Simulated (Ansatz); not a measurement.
Species: GeSiH5, charge 0, doublet. GeSiH5 (SMILES [SiH3][GeH2], doublet).
B3LYP-D3(BJ)/def2-TZVP minimum from Ansatz (a quantum-chemistry and plane-wave program):
```xyz
7

Si    -1.5775     0.1540    -0.0007
Ge     0.7924    -0.1129    -0.0095
H     -2.1607    -0.7958     0.9746
H     -1.9888     1.5324     0.3687
H     -2.0969    -0.1529    -1.3533
H      1.5211     0.7702    -1.0488
H      1.4548     0.1019     1.3711
```
Charge 0, spin multiplicity 2.

Total energies in hartree (Ansatz). UHF or UKS for unpaired electrons; spin-orbit terms are left out. Cores are frozen in correlated methods (noble-gas shells, and filled d and f shells in the p block). No relativity. For partners of very few electrons the exact lower level stands in for a higher one.

| species | HF/def2-TZVPP | CCSD(T)/def2-TZVPP | HF/def2-QZVPP | CCSD(T)/def2-QZVPP | CCSD(T)/def2-SVP | CCSDT(Q)/def2-SVP |
|---|---|---|---|---|---|---|
| 1: GeSiH5 (SMILES [SiH3][GeH2], doublet) | -2367.18658 | -2367.47423 | -2367.23792 | -2367.53926 | -2367.05708 | -2367.05843 |
| 2: Si (triplet) | -288.85084 | -288.92770 | -288.85873 | -288.93839 | -288.81556 | -288.81596 |
| 3: Ge (triplet) | -2075.32100 | -2075.38759 | -2075.36298 | -2075.43218 | -2075.11580 | -2075.11612 |
| 4: H (doublet) | -0.49981 | -0.49981 | -0.49998 | -0.49998 | -0.49928 | -0.49928 |

Q: Work out the atomisation energy (electronic, to ground-state atoms) in kcal/mol: take Hartree-Fock from def2-QZVPP, extrapolate the CCSD(T) correlation energy as X^-3 (X = 3, 4), and add CCSDT(Q) - CCSD(T) in def2-SVP. 1 hartree = 627.51 kcal/mol.

A: 
Species 1: correlation (64·(-0.30134) - 27·(-0.28765))/37 = -0.31133; step -0.00135; E1 = -2367.23792 + (-0.31133) + (-0.00135) = -2367.55060
Species 2: correlation (64·(-0.07966) - 27·(-0.07686))/37 = -0.08170; step -0.00040; E2 = -288.85873 + (-0.08170) + (-0.00040) = -288.94083
Species 3: correlation (64·(-0.06920) - 27·(-0.06659))/37 = -0.07110; step -0.00032; E3 = -2075.36298 + (-0.07110) + (-0.00032) = -2075.43440
Species 4: correlation (64·(0.00000) - 27·(0.00000))/37 = 0.00000; step +0.00000; E4 = -0.49998 + (0.00000) + (+0.00000) = -0.49998
-1·E1 +1·E2 +1·E3 +5·E4 = 0.67547 hartree = 423.9 kcal/mol.
